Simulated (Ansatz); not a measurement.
The cluster Tl3H4, 7 atoms. Hardware: 4 threads of Arm Neoverse V2 on a shared host.

In the def2 sets Tl takes a core potential; there is no spin–orbit coupling. Correlated methods freeze 12 core orbitals; core or outer-core shells of Tl are correlated, in sets that lack core-valence functions.

Q: How many basis functions does each of these Ansatz runs have, and roughly what does it cost? PBE-D4/def2-SVP, charge 0 doublet, energy with a search over starts; PBE-D4/def2-TZVP, charge 0 doublet, energy and forces, from earlier orbitals; PBE0-D4/def2-TZVP, charge 0 doublet, energy, from earlier orbitals; r2SCAN-D4/def2-TZVP, charge 0 doublet, energy, from earlier orbitals; MP2/def2-TZVP, charge 0 doublet, energy, from earlier orbitals; PBE-D4/def2-SVP, charge 0 doublet, energy, from earlier orbitals; PBE0-D4/def2-SVP, charge 0 doublet, energy, from earlier orbitals; ωB97X-V/def2-TZVP, charge 0 doublet, energy, from earlier orbitals; PBE-D4/def2-SVP, charge 0 doublet, relaxation, 9 steps; LC-ωPBE/def2-TZVP, charge 0 doublet, energy, from earlier orbitals; CCSD(T)/def2-SVP, charge 0 doublet, energy, from earlier orbitals; B97M-V/def2-TZVP, charge 0 doublet, energy, from earlier orbitals.

A: Other jobs shared the machine, so times can vary by a factor of up to 3. A dash marks memory too small to be measured apart from the calling script's.

| run | functions | fitting or Cholesky vectors | wall time | peak host memory (GiB) |
| --- | --- | --- | --- | --- |
| PBE-D4/def2-SVP, charge 0 doublet, energy, from earlier orbitals | 98 | 1108 | 1.4 s | – |
| PBE-D4/def2-SVP, charge 0 doublet, energy with a search over starts | 98 | 1108 | 1.9 s | – |
| PBE0-D4/def2-SVP, charge 0 doublet, energy, from earlier orbitals | 98 | 1263 | 1.9 s | – |
| PBE-D4/def2-TZVP, charge 0 doublet, energy and forces, from earlier orbitals | 174 | 1343 | 3 s | – |
| MP2/def2-TZVP, charge 0 doublet, energy, from earlier orbitals | 174 | 1644 | 3.3 s | 0.56 |
| LC-ωPBE/def2-TZVP, charge 0 doublet, energy, from earlier orbitals | 174 | 1343 | 4 s | – |
| PBE0-D4/def2-TZVP, charge 0 doublet, energy, from earlier orbitals | 174 | 1553 | 5 s | 0.63 |
| r2SCAN-D4/def2-TZVP, charge 0 doublet, energy, from earlier orbitals | 174 | 1343 | 6 s | – |
| PBE-D4/def2-SVP, charge 0 doublet, relaxation, 9 steps | 98 | 1108 | 10 s | – |
| B97M-V/def2-TZVP, charge 0 doublet, energy, from earlier orbitals | 174 | 1343 | 11 s | – |
| ωB97X-V/def2-TZVP, charge 0 doublet, energy, from earlier orbitals | 174 | 1424 | 12 s | 0.9 |
| CCSD(T)/def2-SVP, charge 0 doublet, energy, from earlier orbitals | 98 | 1263 | 22 s | 1.1 |
